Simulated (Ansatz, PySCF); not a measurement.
NbOF3, SMILES [O]=[Nb]([F])([F])[F], multiplicity 1. Atoms are numbered in the order given.

```xyz
5

Nb     0.0000     0.0000    -0.0330
O      0.0000     0.0000    -1.7247
F      1.5383     0.8882     0.5372
F      0.0000    -1.7763     0.5372
F     -1.5383     0.8882     0.5372
```

Geometry: B3LYP-D3(BJ)/def2-SVP. The spin state was assumed, not searched. The def2 effective core potentials stand for the cores of Nb; spin–orbit coupling is left out.

Two levels are set side by side: PBE-D3(BJ)/def2-SVP (Ansatz, a first-principles code) and B3LYP-D3(BJ)/def2-SVP (Ansatz). Each level has its own optimised geometry; the coordinates shown are those of the second. Frequencies come from the Hessian of PySCF at each geometry. Differences are taken from unrounded values.

```csv
quantity,B3LYP-D3(BJ)
mean bond length (Å),1.822
bond Nb1–O2 (Å),1.692
bond Nb1–F3 (Å),1.866
bond Nb1–F4 (Å),1.866
bond Nb1–F5 (Å),1.866
highest harmonic wavenumber (cm⁻¹),1056
mean harmonic wavenumber (cm⁻¹),476
zero-point energy (kcal/mol),6.13
```

Task: What does PBE-D3(BJ) give, and how far is it from B3LYP-D3(BJ)? (An estimate is asked for; the answer gives what the named calculation found.)

Result: 
```csv
quantity,PBE-D3(BJ),PBE-D3(BJ) minus B3LYP-D3(BJ)
mean bond length (Å),1.830,0.007
bond Nb1–O2 (Å),1.704,0.012
bond Nb1–F3 (Å),1.871,0.006
bond Nb1–F4 (Å),1.871,0.006
bond Nb1–F5 (Å),1.871,0.006
highest harmonic wavenumber (cm⁻¹),1017,-39
mean harmonic wavenumber (cm⁻¹),463,-13
zero-point energy (kcal/mol),5.96,-0.17
```

GGA bonds tend to be longer and softer than those of functionals with exact exchange. Differences between two approximate levels are no errors against the true value.
